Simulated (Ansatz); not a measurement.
Input for Ansatz (a quantum-chemistry and plane-wave program): R-wB97M-V/def2-TZVPP on BrHOSe (SMILES O[Se]Br), a point of a torsion scan.

Ansatz 0.2 input:
```yaml
crystal:
  periodic: [false, false, false]
  atoms:
    - {symbol: O, position_ang: [-1.08149076, 0.13443984, 0.36287886]}
    - {symbol: Se, position_ang: [0.33305498, 1.04984999, -0.22005173]}
    - {symbol: Br, position_ang: [1.99634439, 0.04925967, 0.99843098]}
    - {symbol: H, position_ang: [-1.25298136, -0.65077325, -0.16871606]}
basis:
  gaussian:
    orbitals: def2-TZVPP
hamiltonian:
  xc: {name: wB97M-V}
scf: {lower_state_search: off}
```

The head of its log:

```
WARN ansatz: RAYON_NUM_THREADS=1 ignored (pool sized by the plan → 1); use --threads N
Functional definition: wB97M-V
these checks for a lower state are left out or cut short: stability, starts, cluster_reference, orbital_swaps, neighbouring_geometries, increment
integrals: 0.09 GiB planned
1013 factors; their error is unknown
integrals: 0.12 GiB planned
157 factors; integrals over basis functions are off by at most 4.9e-5 eV
mean field: 0.82 GiB planned
mean field evaluation 1: about -137448.3525 eV, gradient 4.3e1 eV
mean field evaluation 2: about -137445.9581 eV, gradient 5.8e1 eV
```

Problem. Give the final energy of this run.

Solution. -5051.2648 hartree.
